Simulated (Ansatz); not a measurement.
Isolated molecules relaxed with PBE0-D4/def2-TZVP in Ansatz; ΔE leaves out vibrations. CCSD(T)/CBS is the MP2 limit (def2-TZVPP, def2-QZVPP) plus CCSD(T) − MP2 in def2-TZVPP, frozen cores. This one scheme is used for every species, atoms too. For atomizations the MP2-based limit and the directly extrapolated one differ by several kJ/mol either way, and by 10 to 25 for some Ge, Se and Sn compounds, so smaller differences from it don't rank the levels. DFT in def2-TZVPP. B3LYP here is the variant with VWN-RPA as its local correlation; programs differ in this. HSE06 is defined as in plane-wave codes. No spin–orbit coupling; open shells (•) take unrestricted orbitals. Spin–orbit coupling would lower the free atoms: a little for B, C, Si; clearly for Ga. Bonds to Ga are less sure, by a few kJ/mol each and by 10 to 20 or more in all where they break to atoms, as the def2 sets lack core-valence functions. Scalar relativity is left out up to krypton.

`[GaH2][CH]1B[SiH2]1` → B• + C• + Ga• + 6 H• + Si•  (atomization)

```tsv
level	ΔE (kJ/mol)	difference from CCSD(T)/CBS
LDA (SPW92)	3518.2	422.2
PBE-D4	3127.7	31.7
revPBE-D4	3061.6	-34.4
r2SCAN-D4	3133.7	37.7
B97M-V	3148.5	52.5
PBE0-D4	3104.8	8.8
B3LYP-D4	3077.9	-18.1
r2SCANh-D4	3120.0	24.0
r2SCAN0-D4	3101.0	5.0
HSE06-D4	3106.1	10.1
BHLYP-D4	3028.1	-67.9
CAM-B3LYP-D4	3092.0	-4.0
ωB97X-V	3111.6	15.6
ωB97M-V	3101.1	5.1
B2PLYP	3049.6	-46.4
PBE-QIDH	3099.2	3.2
PBE	3103.7	7.7
revPBE	2996.7	-99.3
BLYP	2995.0	-101.0
r2SCAN	3128.3	32.3
PBE0	3084.5	-11.5
B3LYP	3038.7	-57.3
r2SCANh	3114.1	18.1
HSE06	3086.9	-9.1
BHLYP	2994.4	-101.6
CAM-B3LYP	3071.1	-24.9
LC-ωPBE	3091.8	-4.2
HF/def2-SVP	2310.3	-785.7
MP2/def2-SVP	2947.0	-149.0
CCSD/def2-SVP	2886.2	-209.8
HF/def2-TZVPP	2293.4	-802.6
MP2/def2-TZVPP	3057.3	-38.7
SCS-MP2/def2-TZVPP	3043.3	-52.7
CCSD/def2-TZVPP	2982.9	-113.1
CCSD(T)/def2-TZVPP	3031.2	-64.8
MP2/def2-QZVPP	3095.5	-0.5
SCS-MP2/def2-QZVPP	3087.7	-8.3
HF/CBS(def2)	2297.1	-798.9
MP2/CBS(def2)	3122.1	26.1
CCSD/CBS(def2)	3047.8	-48.2
CCSD(T)/CBS	3096.0	0
```

Largest T1 diagnostic among the species: 0.015.

From PBE to PBE0 (25 % exact exchange), in def2-TZVPP and without D4, ΔE moves by −19.2 kJ/mol: exact exchange takes away binding that semilocal exchange gives to molecules. The D4 term adds +39.3 kJ/mol with B3LYP and +20.3 kJ/mol with PBE0; it sums over pairs of atoms, weighted by their polarisabilities, and B3LYP, whose exchange is more repulsive, gets the larger term. Leaving LDA and LC-ωPBE aside and taking each functional with its dispersion term where it has one, the values spread over 120.4 kJ/mol, from BHLYP-D4 to B97M-V. LDA lies +414.5 kJ/mol from PBE without D4, its usual overbinding.
